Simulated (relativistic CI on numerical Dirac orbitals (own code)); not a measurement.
Transition arrays of Ho²⁴⁺

These numbers are calculated, not measured: Dirac-Coulomb-Breit CI, KLI orbitals optimised for each configuration, model QED, valence Slater integrals scaled by 0.9, whole transition arrays (own radial code, finite nucleus).

CI space (outside the closed core [Ar] 3d10 4s2): 4p6.4d7, 4p6.4d6.4f, 4p5.4d8, 4p6.4d6.5p, 4p6.4d6.5f. Levels of other configurations are missing.

All E1 lines from the levels of 4p6.4d7; mean and standard deviation are weighted by gf, and upper levels are sorted by their leading configuration.

```tsv
Upper configuration	Lines	Σgf	Mean (eV)	Mean (nm)	σ (eV)	Strongest line (nm)
4p6.4d6.4f	2914	625.0	199.39	6.218	7.44	6.140
4p5.4d8	377	147.6	206.80	5.995	14.62	5.924
4p6.4d6.5p	1718	82.2	314.24	3.946	5.55	3.938
4p6.4d6.5f	2825	164.8	447.41	2.771	5.33	2.733
```

Σgf per state of the lower configuration in bins of 0.1 nm over the central range (centre: value): 2.75: 1.07, 2.85: 0.29, 3.85: 0.09, 3.95: 0.43, 4.05: 0.13, 5.65: 0.07, 5.75: 0.13, 5.85: 0.41, 5.95: 0.54, 6.05: 0.43, 6.15: 2.90, 6.25: 1.42, 6.35: 0.21.

Q: How do configuration mixing and the scaling of the Slater integrals move the arrays?

A: Slater scale 0.9, no configuration mixing: 4p6.4d6.4f 194.6 ± 7.6 eV (Σgf 564.0), 4p5.4d8 174.5 ± 20.6 eV (Σgf 156.4), 4p6.4d6.5p 314.5 ± 5.5 eV (Σgf 93.9), 4p6.4d6.5f 447.4 ± 5.3 eV (Σgf 168.8); Slater scale 1: 4p6.4d6.4f 203.7 ± 7.9 eV (Σgf 697.3), 4p5.4d8 210.0 ± 17.5 eV (Σgf 90.2), 4p6.4d6.5p 314.3 ± 5.8 eV (Σgf 80.7), 4p6.4d6.5f 447.5 ± 5.5 eV (Σgf 164.9); Slater scale 0.8: 4p6.4d6.4f 195.2 ± 7.2 eV (Σgf 578.3), 4p5.4d8 203.7 ± 13.0 eV (Σgf 179.4), 4p6.4d6.5p 314.2 ± 5.3 eV (Σgf 83.7), 4p6.4d6.5f 447.3 ± 5.1 eV (Σgf 164.8). With mixing, levels are counted to their leading configuration, so an array can shrink or vanish into another, and the sums then hold other lines.
